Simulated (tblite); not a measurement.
C$_{6}$H$_{15}$In (SMILES C[CH2][In]([CH2]C)[CH2]C), singlet, at a GFN2-xTB geometry (such geometries of metal compounds can be far from the true shape); GFN1-xTB (tblite 0.6.0).

The tblite input:
```
$ tblite run mol.xyz --method gfn1 --charge 0 --spin 0 --efield 0,0,0.1 --json tblite.json --no-restart

# file mol.xyz
22

In     0.07649762    -0.22200321     0.00693532
C      2.02672712     0.15771225    -1.13545282
C      2.36142183     1.63252338    -1.31068090
H      1.94066758    -0.33083748    -2.11056739
H      2.82357011    -0.35209405    -0.58529438
H      2.45995188     2.12575404    -0.34227827
H      1.58050189     2.14303965    -1.87522276
H      3.30396277     1.75910326    -1.84981189
C     -0.38833693    -2.35436143     0.69839517
C     -1.78872250    -2.44716336     1.28982773
H      0.35867416    -2.65031795     1.44040329
H     -0.28641149    -3.03119926    -0.15454106
H     -2.54125842    -2.18219544     0.54491415
H     -1.89692529    -1.76512216     2.13538012
H     -2.00419206    -3.45898083     1.64236480
C     -1.45686153     1.39454694     0.51776553
C     -1.14581916     2.75242261    -0.09509029
H     -1.50381275     1.47106885     1.60794101
H     -2.43115501     1.03525521     0.17402415
H     -1.10938311     2.68711054    -1.18368891
H     -0.18333376     3.12590196     0.25648098
H     -1.90969286     3.48758859     0.17147927
```

Question: What does tblite print? Leave out banner, timings and long lists.

Answer: 
```
xTB calculator
 | screened Coulomb repulsion
 | Coulomb electrostatics
 |  * isotropic Klopman-Ohno-Mataga-Nishimoto electrostatics
 |  * onsite third-order electrostatics
 | DFT-D3(BJ) dispersion correction
 | Interactions (1)
 | [1] electric field

halogen bonding energy    0.0000000000000E+00 Eh
repulsion energy          2.9305258960384E-01 Eh
dispersion energy        -7.8828780285529E-03 Eh
interaction energy        0.0000000000000E+00 Eh
number of electrons       4.2000000000000E+01 e
integral cutoff           4.0000000000000E+01 bohr

------------------------------------------------------------
  cycle        total energy    energy error   density error
------------------------------------------------------------
      1     -22.22204261069  -2.2507212E+01   3.5692024E-01
      2     -22.23380025143  -1.1757641E-02   2.0859515E-01
      3     -22.23396397832  -1.6372689E-04   1.7365947E-02
      4     -22.23549847009  -1.5344918E-03   3.2572471E-03
      5     -22.23552443590  -2.5965807E-05   8.7468157E-04
      6     -22.23552713266  -2.6967680E-06   3.0873038E-04
      7     -22.23552762837  -4.9570159E-07   4.6388398E-05
      8     -22.23552763792  -9.5489732E-09   7.9525459E-06
------------------------------------------------------------

electronic energy        -2.2520697349491E+01 Eh
total energy             -2.2235527637915E+01 Eh

Post processing:
 | Mayer-Wiberg bond orders

[Info] JSON dump of results written to 'tblite.json'
```
